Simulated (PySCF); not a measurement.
Geometry:
```
atom   x (Å)   y (Å)   z (Å)
 Si1  -0.002  -0.001   0.121
  H2  -0.002  -0.020   1.596
 Cl3   1.923   0.010  -0.566
 Cl4  -0.964   1.673  -0.554
 Cl5  -0.956  -1.661  -0.598
```

Geometry: PBE0-D3(BJ)/def2-SVP; GIAO shifts from PySCF 2.14, gas phase, non-relativistic, averaged over equivalent atoms.

At KT2/pcSseg-1 (101 basis functions, 5.5 s wall time on 1 thread of an x86-64 server CPU, shared host):
```json
{"atoms": "Si1", "δ (ppm)": "18.3"}
{"atoms": "H2", "δ (ppm)": "6.32"}
{"atoms": "Cl3/Cl4/Cl5", "δ (ppm)": "166.5"}
```

Scale: 29Si (σref 361.05), 1H (σref 31.18) against TMS; 35Cl (σref 942.74) vs HCl (reference shieldings calculated alike).

Task: Predict the values at PBE0/pcSseg-1 on the same geometry.

Result: 
```tsv
atoms	δ at PBE0/pcSseg-1	change
Si1	19.3	+1.0
H2	6.09	-0.23
Cl3/Cl4/Cl5	138.2	-28.3
```

Shifts are taken against calculated references (same method and geometry level): 29Si (σ = 351.99 ppm), 1H (σ = 31.27 ppm) vs TMS; HCl for 35Cl (σ = 943.27 ppm).

The largest change is at Cl3/Cl4/Cl5 (chlorine bonded to Si). Cost: 101 basis functions, 4.7 s wall time on 1 thread of an x86-64 server CPU, shared host.
